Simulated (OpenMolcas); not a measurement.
# Levels of Cr2+ by method

* Program: OpenMolcas
* Basis: ANO-RCC-VQZP [7s6p4d3f2g1h]
* Scalar Hamiltonian: DKH2, point nucleus
* Active space: 4 electrons in 10 orbitals (3d 4d)
* State averaging: 2S+1 = 5 even, 5 roots; 2S+1 = 3 even, 45 roots; 2S+1 = 1 even, 44 roots
* Spin-orbit coupling: state interaction with AMFI integrals over the reference wave functions, term energies averaged over their components

Methods on the same reference wave functions:
A. CASSCF
B. SS-CASPT2, IPEA 0.25 Eh, imaginary shift 0.1 Eh (closed shells correlated: 3s 3p)
C. MS-CASPT2, IPEA 0.25 Eh, imaginary shift 0.1 Eh (closed shells correlated: 3s 3p)

Energies in cm-1 above 3d4 5D0, the measured ground level; measured values from Sugar and Corliss, J. Phys. Chem. Ref. Data 6, 317 (1977).

| Level | A | B | C | Measured |
| --- | --- | --- | --- | --- |
| 3d4 5D0 | 0.0 | 0.0 | 0.0 | 0.0 |
| 3d4 5D1 | 67.5 | 68.4 | 68.4 | 62.2 |
| 3d4 5D2 | 200 | 202 | 203 | 183 |
| 3d4 5D3 | 395 | 398 | 398 | 357 |
| 3d4 5D4 | 647 | 648 | 649 | 576 |
| 3d4 3H4 | 19099 | 17340 | 17340 | 17274 |
| 3d4 3H5 | 19249 | 17500 | 17500 | 17397 |
| 3d4 3H6 | 19420 | 17670 | 17670 | 17531 |
| 3d4 3P0(1) | 20583 | 16770 | 16770 | 16771 |
| 3d4 3P1(1) | 20979 | 17180 | 17170 | 17169 |
| 3d4 3P2(1) | 21704 | 17900 | 17900 | 17851 |
| 3d4 3F2(1) | 21940 | 18620 | 18620 | 18452 |
| 3d4 3F3(1) | 22003 | 18690 | 18690 | 18511 |
| 3d4 3F4(1) | 22096 | 18780 | 18780 | 18583 |
| 3d4 3G3 | 24091 | 20960 | 20960 | 20704 |
| 3d4 3G4 | 24272 | 21140 | 21150 | 20853 |
| 3d4 3G5 | 24438 | 21320 | 21320 | 20996 |
| 3d4 1I6 | 28791 | 26390 | 26390 | 26015 |
| 3d4 1G4(1) | 30182 | 25940 | 25930 | 25139 |
| 3d4 3D3 | 31339 | 26190 | 26190 | 25726 |
| 3d4 3D2 | 31386 | 26240 | 26240 | 25781 |
| 3d4 3D1 | 31437 | 26290 | 26290 | 25848 |
| 3d4 1S0 | 35119 | 28120 | 28130 | 27372 |
| 3d4 1D2 | 37707 | 32930 | 32930 | 32152 |

Deviations, from unrounded energies. A percentage is the sum of absolute deviations over the sum of measured energies, with the sign that they share, or ± where signs differ.

```tsv
Against measurement	Levels	A	B	C
mean absolute deviation (cm-1)	23	3300	260	260
fine structure of the ground term (%)	4	+11.2	+11.8	+11.8
other terms of the ground configuration (%)	19	+18.5	+1.4	±1.4
```

B, C lie about equally close to measurement and A furthest from it. The largest miss of C in the table is 3d4 1G4(1), by +800 cm-1. The ranking rests on the paired levels alone, and a cruder setting can come out closer through cancelling errors.

Between B and C no level of the table moves by more than 5 cm-1.

The two smallest mean deviations differ by little beside CASPT2's spread within terms, so their order carries little weight.

From A to B the spin-free energies of the other terms of 3d4 shown, above 5D, scale by factors of 0.80 to 0.92, as is usual when dynamic correlation screens the repulsion within a d or f shell.

The lowest spin-free term lies below A's lowest term by 0.404 hartree in B, 0.404 hartree in C.

CASPT2 does not keep the components of a term degenerate, so their means are used; among the terms shown or strongly mixed into the levels shown the widest spread is 950 cm-1 (3d4 1I, C). Active for correlation alone: 4d; no level in the range computed is led by a configuration that fills it, so any true level of that kind is missing. The CASPT2 spread within a term exceeds the gap to the next term for 3d4 3D and 3d4 1I, so the order of their levels is uncertain (figures for B; the like holds for C). Without dynamic correlation excited terms often stand tens of per cent too high (terms of higher spin than the ground term too low), and those without a measured partner can miss by more than the paired ones (holds for A). Measured partners are found by configuration, term and J. A level has none where our copy of the source lacks it or the pairing is in doubt (some pairs that miss far off the trend of their configuration count as doubtful), and it then counts in no deviation. Levels of configurations outside the active space are missing. Levels that lie high or do not pair safely by name in every column are left out.

A number in round brackets counts repeated terms of one configuration in the order of the reference energies.
